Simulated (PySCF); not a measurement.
Run record: geometry optimisation, InEt2(OiPr), `C[CH2][In]([CH2]C)[O]C(C)C`.

Computed with PBE0-D3(BJ)/def2-SVP geometry optimisation, gas phase, def2 core potentials past Kr (PySCF 2.14.0). Start geometry: GFN2-xTB. A driver script takes a list of jobs; this job's settings line and coordinates (Å) are shown.

Command:
```bash
OMP_NUM_THREADS=2 python probes_run.py task.json out
```

Input:
```
{"job": {"xc": "PBE0", "basis": "def2-SVP", "d3": "d3bj", "grid": 1, "maxiter": 40, "shake": 0.03, "kind": "geom"}, "charge": 0, "multiplicity": 1}
In     0.879640     0.859120     0.192560
C      3.028930     0.623470     0.563320
C      3.233890    -0.799000     0.983130
H      3.451580     1.366490     1.316590
H      3.555730     0.843780    -0.394540
H      4.353530    -0.973850     1.095200
H      2.850480    -0.994110     1.973120
H      2.921550    -1.471750     0.267100
C     -0.815140     2.580440     0.245340
C     -1.656850     2.447460     1.479530
H     -1.445340     2.384790    -0.675980
H     -0.318760     3.544910     0.131960
H     -2.550370     3.211650     1.405600
H     -2.134230     1.465780     1.561240
H     -1.057700     2.611340     2.339310
O      0.048770    -0.848620    -0.133170
C     -1.189880    -1.141830    -0.716320
C     -1.590990    -2.609200    -0.369760
C     -1.192990    -0.975590    -2.217920
H     -2.050760    -0.501050    -0.259780
H     -0.868340    -3.290870    -0.845710
H     -2.520550    -2.931510    -0.817080
H     -1.550400    -2.734220     0.625960
H     -0.950200     0.100970    -2.453960
H     -0.382830    -1.623210    -2.670340
H     -2.190160    -1.139470    -2.655450
```

Output:
```
step   0  E = -541.62901798  max force = 0.082444
step   1  E = -541.66734718  max force = 0.016418
step   2  E = -541.66958274  max force = 0.003966
step   3  E = -541.66992211  max force = 0.003919
step   4  E = -541.67001683  max force = 0.001190
step   5  E = -541.67006692  max force = 0.000618
step   6  E = -541.67011107  max force = 0.000595
step   7  E = -541.67012456  max force = 0.000442
optimisation converged
```

Energies in Eh; «max force» is the largest Cartesian gradient component in Eh/bohr.

Problem. How much energy does the optimisation release, in kJ/mol?

Solution. E(step 0) − E(last step) = 0.041107 Eh, which is 107.9 kJ/mol.

Problem. Give the first gradient maximum in eV/Å.

Solution. With 1 Eh/bohr = 51.422 eV/Å, 4.239 eV/Å.

In short: final energy -541.67012 Eh after 7 steps; dipole 2.43 D.

Problem. Where do the atoms end?

Solution. 0.124 Å rms from the input after alignment:
```
atom  x, y, z in Å
In1    0.8434    0.9519    0.2080
C2     2.9513    0.6366    0.5731
C3     3.2548   -0.7926    1.0034
H4     3.3085    1.3760    1.3074
H5     3.4565    0.8817   -0.3770
H6     4.3413   -0.9675    1.0881
H7     2.8125   -1.0280    1.9840
H8     2.8492   -1.5262    0.2913
C9    -0.6974    2.4820    0.1938
C10   -1.6441    2.3844    1.3867
H11   -1.2481    2.3548   -0.7523
H12   -0.2129    3.4698    0.1500
H13   -2.4415    3.1453    1.3332
H14   -2.1424    1.4033    1.4400
H15   -1.1231    2.5362    2.3456
O16    0.1032   -0.8962   -0.1966
C17   -1.1788   -1.1563   -0.6821
C18   -1.5245   -2.6088   -0.3857
C19   -1.2675   -0.8555   -2.1744
H20   -1.9405   -0.5224   -0.1714
H21   -0.8050   -3.2721   -0.8916
H22   -2.5401   -2.8666   -0.7253
H23   -1.4547   -2.7987    0.6951
H24   -1.0472    0.2073   -2.3705
H25   -0.5267   -1.4607   -2.7210
H26   -2.2678   -1.0716   -2.5820
```

Time: 82 s wall, 3.5 min CPU; peak memory 1.2 GiB. Hardware: an AMD EPYC 9R45 with 2 threads, on a shared host.
Labels such as C1 count atoms from 1, the log's own numbers from 0.
